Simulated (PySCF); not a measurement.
All values below come from PBE-D3(BJ)/def2-TZVP // BP86-D3(BJ)/def2-SVP (PySCF). Isolated molecules, 0 K electronic values unless said otherwise. One relaxed conformer stands for a flexible species; it need not be the lowest. 

Reference species: [Hf(F)4] (neutral, multiplicity 1).

```json
{
 "charge on the central atom (Mulliken)": "1.54 e",
 "HOMO–LUMO gap": "8.37 eV",
 "mean_distance_from_the_central_atom_to_its_bonded_neighbours": "1.915 Å"
}
```

Changed species: [Hf(F)3(OH)] (1 of 4 F replaced by OH; the reference has 0 of 4 F replaced by OH).

Question: What does the change do to the charge on the central atom (Mulliken), HOMO–LUMO gap and mean distance from the central atom to its bonded neighbours?

Answer: the charge on the central atom (Mulliken) drops by 0.02 e, to 1.52 e; the HOMO–LUMO gap decreases by 1.30 eV, to 7.07 eV; the mean distance from the central atom to its bonded neighbours rises by 0.007 Å, to 1.922 Å.
